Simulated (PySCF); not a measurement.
C2H6OSi. Atoms are numbered in the order given.

```xyz
10

C     -0.0984     2.3787     0.0000
C      0.3689     1.1289     0.0000
O     -0.4434     0.0389     0.0000
Si     0.0394    -1.5694     0.0000
H     -1.1725     2.5773     0.0000
H      0.5973     3.2185     0.0000
H      1.4493     0.9240     0.0000
H      0.8542    -1.8689    -1.2135
H     -1.2104    -2.3669     0.0000
H      0.8542    -1.8689     1.2135
```
Charge 0, spin multiplicity 1.

Geometry optimised at B3LYP-D3(BJ)/def2-SVP. The geometry has at least one imaginary mode, so it is a saddle point at that level. One conformer was computed; it need not be the lowest.

Level of theory: PBE/pcSseg-1 (PySCF).

GIAO shieldings, no solvent; atoms listed in one row are averaged. δ = σ(ref) − σ: ¹³C against TMS (σ = 182.0 ppm); ¹⁷O against H2O (σ = 334.3 ppm); ²⁹Si against TMS (σ = 335.4 ppm); ¹H against TMS (σ = 31.49 ppm), references at their B3LYP-D3(BJ)/def2-TZVP geometries, non-relativistic.

Computed chemical shifts:
```tsv
nucleus	atoms	count	δ (ppm)
¹³C	C2	1	154.8
¹³C	C1	1	100.8
¹⁷O	O3	1	114.6
²⁹Si	Si4	1	-30.4
¹H	H7	1	6.73
¹H	H8, H9, H10	3	5.32
¹H	H5	1	5.04
¹H	H6	1	4.69
```
